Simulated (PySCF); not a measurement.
PySCF 2.14 output of an unrestricted PBE calculation on a single atom or ion in x2c-QZVPPall (11s8p5d4f1g, 97 functions), with scalar relativity by spin-free X2C-1e:

```
SCF conv_tol = 1e-09
number electrons alpha = 16  beta = 14
    J. P. Perdew, K. Burke, and M. Ernzerhof.,  Phys. Rev. Lett. 77, 3865 (1996)
    J. P. Perdew, K. Burke, and M. Ernzerhof.,  Phys. Rev. Lett. 78, 1396 (1997)
    J. P. Perdew, K. Burke, and M. Ernzerhof.,  Phys. Rev. Lett. 77, 3865 (1996)
    J. P. Perdew, K. Burke, and M. Ernzerhof.,  Phys. Rev. Lett. 78, 1396 (1997)
cycle= 1 E= -2097.33132639766  delta_E= -0.0233  |g|= 0.174  |ddm|= 0.201
cycle= 2 E= -2097.32788394407  delta_E= 0.00344  |g|= 0.28  |ddm|= 0.102
cycle= 3 E= -2097.33456271654  delta_E= -0.00668  |g|= 0.015  |ddm|= 0.0454
cycle= 4 E= -2097.33458831438  delta_E= -2.56e-05  |g|= 0.000103  |ddm|= 0.00442
cycle= 5 E= -2097.33458831514  delta_E= -7.57e-10  |g|= 2.28e-05  |ddm|= 5.98e-05
converged SCF energy = -2097.33458831514  <S^2> = 2.0007408  2S+1 = 3.0004938
```

The run itself started from symmetry-adapted Hartree-Fock orbitals and held the occupation by maximum overlap, on a logarithmic radial grid, so the iterations belong to that start.

Problem. Which element, charge and spin multiplicity is this?

Solution. Ge²⁺ (germanium, charge +2), multiplicity 3; the state was [Ar] 3d10 4s1 4p1, high-spin 3P determinant (an excited configuration).
